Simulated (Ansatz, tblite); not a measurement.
Cost and result up the ladder for `Cc1cc(-c2sc(C(F)(F)F)cc2C)sc1-c1cc(C)c(C(F)(F)F)s1` (38 atoms). Total charge 0; singlet. Geometry: PBE-D4/def2-SVP.

Ansatz on 2 threads of AMD EPYC 7R13 on a shared host and a share (18 GiB) of an NVIDIA H100 80GB HBM3; xTB runs through tblite on one thread. Times are rough, summed over both states, and most runs start from the orbitals of an earlier one. PBE0-D4/def2-TZVP serves as the yardstick here, not as an exact answer. The other state is a triplet.

The xTB rows come from tblite. Single mean-field runs in def2-TZVP are fitted with def2-universal-jkfit.

xTB has no spin-polarisation term.

```tsv
level	functions	wall time	vertical triplet (eV)	difference from PBE0-D4/def2-TZVP (eV)
GFN2-xTB	131	0.19 s	1.98	-0.01
GFN1-xTB	143	0.21 s	2.00	0.01
PBE-D4/def2-TZVP (with forces)	896	17 s	1.90	-0.10
PBE0-D4/def2-TZVP (with forces)	896	25 s	1.99	0.00
```
